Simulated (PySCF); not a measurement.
The complex [CuI5]3- (charge -3) contains Cu(II), shell d9. The structure is a model geometry with rigid ligands and bond lengths from ionic radii, not a minimum; coordination square pyramidal, point group C4v, metal–donor distances 2.73 Å.

The d shell alone is too small an active space for [CuI5]3- (Cu(II) with such soft donors has much ligand-hole, Cu(I)-like character): its levels, fitted parameters, g values and moments show what this model gives and aren't sound predictions.

Method (PySCF 2.14, density fitting): CASSCF(9,5) with orbitals averaged over all microstates of the shell, strongly contracted NEVPT2 on the averaged canonical orbitals; basis x2c-TZVPall on the metal, x2c-SVPall elsewhere; spin-free X2C; IEF-PCM water; spin-orbit coupling by state interaction with the mean-field operator over all roots.

CASSCF energies above the lowest CASSCF root:

| state | CASSCF / cm⁻¹ |
| --- | --- |
| 2B1 | 0 |
| 2A1 | 2533 |
| 2B2 | 3736 |
| 2E | 3858 |

Task: How does dynamic correlation (SC-NEVPT2) move these states?

Result: 
| state | NEVPT2 / cm⁻¹ | shift / cm⁻¹ |
| --- | --- | --- |
| 2B1 | 0 | 0 |
| 2A1 | 4660 | +2127 |
| 2B2 | 7392 | +3656 |
| 2E | 7315 | +3457 |

The geometry is a model, and the complex may not exist in this form. Ligand-hole states mix strongly into such Cu(II) halides; the d shell alone makes them too ionic, overstates g shifts and moments and can put the wrong state lowest. NEVPT2 lifts 2E from 3858 to 7315 cm⁻¹; on the d shell alone such lifts tend to overshoot.
